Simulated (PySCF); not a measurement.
Pb(OMe)(NH2) (CH5NOPb), SMILES [Pb]([O]C)[NH2] (connectivity only; charge and spin as stated), neutral, multiplicity 1. Atoms are numbered in the order given.

```xyz
9

Pb     0.1564     0.4673     0.0000
O      0.8242    -1.5513     0.0000
C     -0.0334    -2.6477     0.0000
H     -0.6984    -2.6890     0.8915
H      0.5568    -3.5850     0.0000
H     -0.6984    -2.6890    -0.8915
N     -1.9174    -0.0842     0.0000
H     -2.2653    -1.0409     0.0000
H     -2.6944     0.5730     0.0000
```
Charge 0, spin multiplicity 1.

Geometry optimised at r2SCAN-D4/def2-SVP. The structure was generated by enumeration; whether it is a known compound was not checked. The def2 effective core potentials stand for the cores of Pb; spin–orbit coupling is left out. Other conformers were not sampled.

These are PySCF with PBE/def2-TZVP values and carry that method's errors.

Symmetry labels are those of the subgroup Cs that the program uses (full group Cs).

Problem. List the valence orbital energies around the gap with their symmetry. (Estimate from the structure and the level; the computed values follow.)

Solution. 
| orbital | symmetry | energy (eV) |
|---|---|---|
| HOMO−7 | A' | -11.31 |
| HOMO−6 | A" | -10.00 |
| HOMO−5 | A' | -9.83 |
| HOMO−4 | A' | -9.55 |
| HOMO−3 | A' | -7.07 |
| HOMO−2 | A" | -5.83 |
| HOMO−1 | A' | -5.76 |
| HOMO | A" | -5.43 |
| LUMO | A" | -2.35 |
| LUMO+1 | A' | -0.97 |
| LUMO+2 | A' | -0.44 |
| LUMO+3 | A' | 1.14 |
